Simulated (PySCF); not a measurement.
NICS in rings of unrelated molecules.

NICS is the negative of the GIAO shielding at a point without a nucleus: at the ring centre (0) and 1 Å above and below it (1); zz is the component along the ring normal. Level: GIAO PBE0/pcSseg-1 (PySCF, non-relativistic, gas phase) on the GFN2-xTB geometries, one conformer each. Atom numbers follow the mapped SMILES.

Question: Order these rings by mean NICS(1)zz, lowest (most negative) first (ppm).
A. ring C4–P5–C6–C7–C8–P9 in `[CH3:1][N:2]([CH3:3])[c:4]1[p:5][cH:6][cH:7][cH:8][p:9]1`
B. ring C4–C5–N7–C9–C10 in `[CH3:1][CH:2]([CH3:3])[C:4]1=[C:5]([F:6])[N:7]([CH3:8])[CH2:9][CH2:10]1`
C. ring C3–C4–C5–P6–C7–P9 in `[CH3:1][CH2:2][c:3]1[cH:4][cH:5][p:6][c:7]([F:8])[p:9]1`
D. ring C3–C4–C5–C6–C7–C8 in `[CH:1]#[C:2][c:3]1[cH:4][cH:5][cH:6][cH:7][c:8]1[CH2:9][CH2:10][CH3:11]`
E. ring C2–C3–C4–C5–C9–C10 in `[CH3:1][c:2]1[cH:3][cH:4][c:5]([P:6]=[C:7]=[O:8])[cH:9][cH:10]1`
F. ring C5–C6–C7–C8–C9–C10 in `[O:1]=[C:2]=[P:3][CH2:4][c:5]1[cH:6][cH:7][cH:8][cH:9][cH:10]1`

Answer: F (-28.1), D (-26.8), E (-25.3), C (-24.3), A (-22.8), B (0.0).

```json
{"SMILES": "O=C=PCc1ccccc1", "ring": "6-membered carbocycle; formal bonds all aromatic", "NICS(0)": "-8.7", "NICS(1)": "-11.2", "NICS(1)zz": "-28.1", "HOMA": "1.00", "rms pucker (Å)": "0.00", "ring atoms with four or more neighbours": "0"}
{"SMILES": "C#Cc1ccccc1CCC", "ring": "6-membered carbocycle; formal bonds all aromatic", "NICS(0)": "-8.3", "NICS(1)": "-10.9", "NICS(1)zz": "-26.8", "HOMA": "0.99", "rms pucker (Å)": "0.00", "ring atoms with four or more neighbours": "0"}
{"SMILES": "Cc1ccc(P=C=O)cc1", "ring": "6-membered carbocycle; formal bonds all aromatic", "NICS(0)": "-7.4", "NICS(1)": "-10.3", "NICS(1)zz": "-25.3", "HOMA": "0.99", "rms pucker (Å)": "0.00", "ring atoms with four or more neighbours": "0"}
{"SMILES": "CCc1ccpc(F)p1", "ring": "6-membered ring with 2 P; formal bonds all aromatic", "NICS(0)": "-8.2", "NICS(1)": "-10.3", "NICS(1)zz": "-24.3", "HOMA": "0.87", "rms pucker (Å)": "0.00", "ring atoms with four or more neighbours": "0"}
{"SMILES": "CN(C)c1pcccp1", "ring": "6-membered ring with 2 P; formal bonds all aromatic", "NICS(0)": "-7.3", "NICS(1)": "-9.7", "NICS(1)zz": "-22.8", "HOMA": "0.75", "rms pucker (Å)": "0.00", "ring atoms with four or more neighbours": "0"}
{"SMILES": "CC(C)C1=C(F)N(C)CC1", "ring": "5-membered ring with N; formal bonds 1 double, 4 single", "NICS(0)": "-6.8", "NICS(1)": "-2.7", "NICS(1)zz": "0.0", "HOMA": "–", "rms pucker (Å)": "0.08", "ring atoms with four or more neighbours": "2"}
```

NICS(0) gives another order. The isotropic NICS(1) ties some rings at the printed digit and otherwise keeps the order. Over the 5 rings with a HOMA value its correlation coefficient with NICS(1)zz is -0.88. HOMA uses Krygowski's 1993 parameters; it is left out where a ring has a four-coordinate atom, a triple bond, no multiple bond or a kind of bond without parameters. NICS(1) and NICS(1)zz are means over the two faces.
